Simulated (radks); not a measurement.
Values are calculated unless marked as measured or tabulated.
Ionisation of Ar3+, [Ne] 3s2 3p3, to Ar4+, [Ne] 3s2 3p2, under several functionals. Scalar-relativistic Kohn-Sham, spin-polarised, spherical densities, finite nucleus; open shells are filled with parallel spins first; a radial shooting solver on a logarithmic mesh with Libxc functionals. Known Delta-SCF values: r2SCAN 59.849 eV; exchange-only r2SCAN 59.128 eV. What does TASK exchange with Perdew-Wang LDA correlation give, and what is its highest occupied eigenvalue?

Answer. 60.278 eV by Delta-SCF; the 3p eigenvalue is -52.851 eV. NIST: 59.6 eV (semi-empirical).
